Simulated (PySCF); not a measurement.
Ge (germanium, neutral) across methods

[Ar] 3d10 4s1 4p2 5s1, high-spin 5P determinant (an excited configuration). Calculation: PySCF 2.14, in aug-cc-pwCVDZ-PP with ECP10MDF (6s5p4d1f, 48 functions); scalar relativity through the core potential.

| method | E (hartree) | mean ε 4s α (eV) | mean ε 4p α (eV) | mean ε 5s α (eV) | Σ⟨r²⟩ (bohr²) | ⟨S²⟩ |
| --- | --- | --- | --- | --- | --- | --- |
| LDA | -293.6223 | -16.980 | -8.059 | -1.934 | 65.35 | 6.001 |
| BHandHLYP | -293.9583 | -19.945 | -10.027 | -2.340 | 66.14 | 6.001 |
| r2SCAN | -293.9991 | -17.498 | -8.469 | -1.835 | 65.89 | 6.002 |
| TPSS | -294.0333 | -16.863 | -8.081 | -1.799 | 66.17 | 6.001 |
| PBE0 | -294.0766 | -18.465 | -9.170 | -2.212 | 66.04 | 6.001 |
| HSE06 | -294.0700 | -18.042 | -8.753 | -1.911 | 65.99 | 6.001 |
| PBE | -294.1037 | -16.737 | -7.999 | -1.839 | 65.83 | 6.001 |
| UHF | -293.00020 | -23.045 | -12.232 | -3.030 | 66.98 | 6.002 |
| r2SCAN0 | -293.9963 | -19.012 | -9.494 | -2.193 | 65.89 | 6.002 |

Energies and moments cover only the electrons outside the core potential. The outer electron is Rydberg-like, and this basis confines it to a smaller radius and binds it less than a complete one would.
